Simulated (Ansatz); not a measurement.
```xyz
9

O     0.0067    0.0486   -0.5875
C     0.0280    1.1849    0.1542
C     0.0467   -1.1488    0.2013
H    -0.0381    2.0036   -0.4692
H    -0.9093    1.2596    0.7997
H     0.8999    1.2222    0.7910
H     0.0299   -2.0263   -0.4565
H     0.9439   -1.2368    0.8291
H    -0.8806   -1.2333    0.8874
```

Basis set: def2-TZVP (spherical functions). Correlated methods keep 3 orbitals frozen. Charge 0, multiplicity 1.

Computed with Ansatz (development build ahead of 0.2.0); each method stands on the lowest determinant of its kind that the runs found. Restricted open shells among the atoms or ions are ROHF, correlated in semicanonical orbitals with singles.

Q: Give the atomization energy at this shape (free ground-state atoms in the same class of orbitals less the molecule, no zero-point energy) of singlet C₂H₆O by RHF-MP2, RHF.

A:

```
 method  atomization energy
RHF-MP2     770.35 kcal/mol
    RHF     588.37 kcal/mol
```

Caution: the shape is not the minimum.
